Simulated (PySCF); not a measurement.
Static response to an electric field

C6H5F.
Structure used (GFN2-xTB), in Å, numbered top down from 1:
```
atom  x, y, z in Å
C1     1.7750    2.3038   -0.8000
C2     1.2675    1.2302   -0.9442
C3     0.6877   -0.0974   -1.0915
F4     1.6988   -1.0440   -1.2341
C5    -0.1380   -0.4141    0.0651
C6    -0.7668   -0.7009    1.0446
C7    -1.5549   -1.0315    2.2079
H8     2.2027    3.2547   -0.6855
H9     0.0935   -0.1524   -2.0188
H10   -1.8473   -0.1198    2.7279
H11   -0.9667   -1.6518    2.8832
H12   -2.4503   -1.5775    1.9124
```

Level: PBE0/def2-SVPD (PySCF), static field, nuclei fixed, core orbitals frozen in the response. The polarisability tensor in these axes (au):

```
x    66.70  15.10 -16.99
y    15.10  72.11  -8.11
z   -16.99  -8.11  71.79
```

Task: What are the eigenvalues, a third of the trace, and Δα (Δα² = ½Σ(αi − αj)² over the three pairs)?

Result: Principal values 49.64, 63.92 and 97.04 au; mean 70.20 au = 10.40 Å³ = 11.57 × 10⁻⁴⁰ C²·m²/J; Δα = 42.12 au (60 % of the mean).

Task: What is the dipole moment, and where does it point?

Result: (-1.92, 0.98, 1.22) D, 2.47 D in size, pointing from the negative to the positive side. Measured along this direction, the outermost atoms are F4 at the negative end and H10 at the positive end.

Task: Directions of the eigenvectors, and the extent of the frame along each?

Result: Largest value along (0.60, 0.55, -0.58), where the nuclei span 6.96 Å; middle along (-0.05, 0.75, 0.66), 3.56 Å; least along (0.80, -0.36, 0.48), 2.05 Å. The response follows the extents in order.

Task: What would n − 1 = 2πNα be for an ideal gas of these molecules at 500 K and 1 atm, electronic part alone?

Result: N = p/kT = 1.4678 × 10¹⁹ cm⁻³, so n − 1 = 2π × N × 10.40 × 10⁻²⁴ cm³ = 959 × 10⁻⁶ at long wavelengths, for an ideal gas.

Task: What depolarisation ratio follows for Rayleigh scattering of linearly polarised light, taking the static tensor?

Result: ρ = 3Δα²/(45ᾱ² + 4Δα²) = 5323.1/(221759 + 7097.5) = 0.0233.

Task: Molar refractivity from α?

Result: Lorentz–Lorenz: R = (4π/3)N_A α = 2.5225 cm³/(mol·Å³) × 10.40 Å³ = 26.2 cm³/mol, in the limit of long wavelengths.

Task: What are the principal values of the traceless quadrupole moment, Θ = ½Σq(3rr − r²1), about the centre of nuclear charge?

Result: -9.57, -0.43, 10.00 D·Å. The values depend on the origin, since the dipole doesn't vanish. The electronic extent ⟨r²⟩ about the same centre is 973 bohr², a root-mean-square distance of 2.33 Å for the 50 electrons.

Isolated species at its GFN2-xTB geometry, gas phase.
